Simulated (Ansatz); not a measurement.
Geometry optimisation, RHF/def2-mTZVP (Ansatz 0.2.0).

The input (input.yaml):

```yaml
crystal:
  periodic: [false, false, false]
  atoms:
    - { symbol: B, position_ang: [0.0, 0.0, 0.0] }
    - { symbol: "N", position_ang: [0.0, 0.0, 1.9] }
    - { symbol: H, position_ang: [-0.877, -0.2713, 2.43] }
    - { symbol: H, position_ang: [0.877, 0.2713, 2.43] }
    - { symbol: C, position_ang: [1.3856, 0.0, -0.8] }
    - { symbol: H, position_ang: [1.7152, -1.0462, -0.9702] }
    - { symbol: H, position_ang: [1.2491, 0.508, -1.7774] }
    - { symbol: H, position_ang: [2.1552, 0.5381, -0.2082] }
    - { symbol: H, position_ang: [-1.0305, 0.0, -0.595] }
    - { symbol: Br, position_ang: [-0.2927, 2.2013, 0.7379] }
    - { symbol: H, position_ang: [-0.1505, 1.1322, 1.8085] }
basis:
  gaussian: { orbitals: def2-mTZVP }
hamiltonian:
  xc: hf
relax:
  f_tol: 0.15
  max_steps: 25
  restrain:
    - { distance: [0, 9], at: 3.24, k: 30.0 }
    - { distance: [10, 1], at: 2.26, k: 30.0 }
    - { distance: [0, 1], at: 1.55, k: 30.0 }
    - { distance: [10, 9], at: 1.55, k: 30.0 }
```

Launched with:

```bash
$ ansatz run input.yaml --threads 2 --pin off --max-ram 3072MiB --backend cpu --events-out ev --progress --plain --runs-dir out
```

Q: Where does it end, and by what steps?

A: It converged. The restraints hold the end off the free minimum. After 9 steps the energy has fallen by 3.531 eV (the restraints' own energy left out); Br10 moved furthest, 0.86 Å. Parted: B1–Br10 (2.34 → 3.25 Å), N2–H11 (1.15 → 2.26 Å).

| step | energy less start (eV) | largest force component (eV/Å) | accepted |
| --- | --- | --- | --- |
| 0 | 0.0000 | 6.157 | yes |
| 1 | -0.4551 | 2.746 | yes |
| 2 | -0.9455 | 2.526 | yes |
| 3 | -1.7675 | 2.643 | yes |
| 4 | -3.0523 | 1.850 | yes |
| 5 | -3.3720 | 2.073 | yes |
| 6 | -3.4570 | 2.169 | yes |
| 7 | -3.5091 | 2.289 | yes |
| 8 | -3.4881 | 2.315 | no |
| 9 | -3.5315 | 2.212 | yes |

```xyz
11
Properties=species:S:1:pos:R:3
B 0.040 -0.170 0.215
N 0.091 -0.292 1.684
H -0.698 -0.577 2.219
H 0.950 -0.362 2.184
C 1.357 -0.008 -0.629
H 1.633 -0.979 -1.041
H 1.219 0.654 -1.476
H 2.204 0.352 -0.052
H -1.035 -0.250 -0.282
Br -0.463 3.027 0.563
H -0.267 1.938 1.570
```

Time of the run: 22 s on 2 threads of Arm Neoverse V1, with other jobs on the host, peak memory 0.24 GiB.
